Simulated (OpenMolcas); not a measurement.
Nb4+ among 6 point charges of -1.1 e arranged as an octahedron (Oh), 1.96 Å from the ion.

- Program: OpenMolcas
- Method: CASSCF
- Basis: ANO-RCC-VDZP [6s5p3d1f]
- Scalar Hamiltonian: DKH2, point nucleus
- Active space: 1 electron in 5 orbitals (4d)
- State averaging: 2S+1 = 2 even, 5 roots
- Spin-orbit coupling: state interaction with AMFI integrals over the reference wave functions

Task: What is the spin-free ground state (labels of O, the rotations of Oh)?

Result: 2T2, 3-fold in its orbital part, 100 % from free-ion D terms; it has the highest spin that d1 allows.

Task: Where is the first state of the same spin?

Result: 2E at 8960 cm-1 above the ground state.

Task: What are the lowest two levels with spin-orbit coupling?

Result: A 4-fold level Γ8, then a 2-fold level Γ7 1140 cm-1 above it. Their leading multiplicities are 2 (100 %) and 2 (100 %).

Task: What is χT at 300 K, and how does it compare with the textbook value?

Result: The lowest level has 2S+1 = 2, for which the spin-only value is χT = S(S+1) / 2 = 0.375 cm3 K/mol (g = 2). The computed 0.151 at 300 K differs by -0.224, through orbital momentum, spin-orbit coupling and any other state in reach. With a threefold ground state the orbital momentum is unquenched, so the spin-only value is not expected to hold.

Task: Which ligand-field parameters describe the states?

Result: The gap between the two states is 10Dq = 8958 cm-1. 

An orbital triplet at a regular site is open to Jahn-Teller coupling, which can distort the site and quench the lowest spin-orbit gaps and is left out. This field is weak: 10Dq is about 8958 cm-1, while octahedral complexes of 4d ions of charge 3 and more, computed by the same method with explicit ligands, had a median near 25000 cm-1. Ground spin and moment need not be those of a real site. This is an electrostatic model: the charges have no orbitals. No measured value stands beside these numbers.
